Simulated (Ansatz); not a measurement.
Isomers of Rb$_{3}$H$_{4}$⁻ (singlet), relaxed with PBE0-D4/def2-TZVPD; total energies from Ansatz at CCSD(T)/def2-TZVPPD.

```tsv
isomer	description	energy (Eh)
A	point group C3v; 6 × H–Rb 2.74 Å	-74.09988
B	point group not assigned; 9 × H–Rb 2.67 to 2.92 Å	-74.09092
C	point group C3v; 9 × H–Rb 2.77 to 2.81 Å	-74.10446
```

In the def2 sets Rb takes a core potential; there is no spin–orbit coupling. Correlated methods freeze no core orbitals; core or outer-core shells of Rb are correlated, in sets that lack core-valence functions.

The isomers come from a short search, and lower ones may exist.

Question: Work out the relative energies (1 Eh = 2625.5 kJ/mol) and the Boltzmann populations at 500 K from electronic energies alone (R = 8.314 J/mol/K).

Answer: ΔE: A 12.0, B 35.5, C 0.0 kJ/mol. RT = 4.16 kJ/mol. Factors exp(−ΔE/RT): A 0.0559, B 0.000197, C 1; sum 1.056. Populations: A 5.3 %, B 0.0 %, C 94.7 %. Zero-point energy, vibrational entropy and symmetry numbers are left out and can shift these; an error of 4 kJ/mol changes a ratio by a factor of 2.6. Over the other density-functional and correlated levels in def2 sets, the gap between C and A ranges from 6 to 17 kJ/mol.
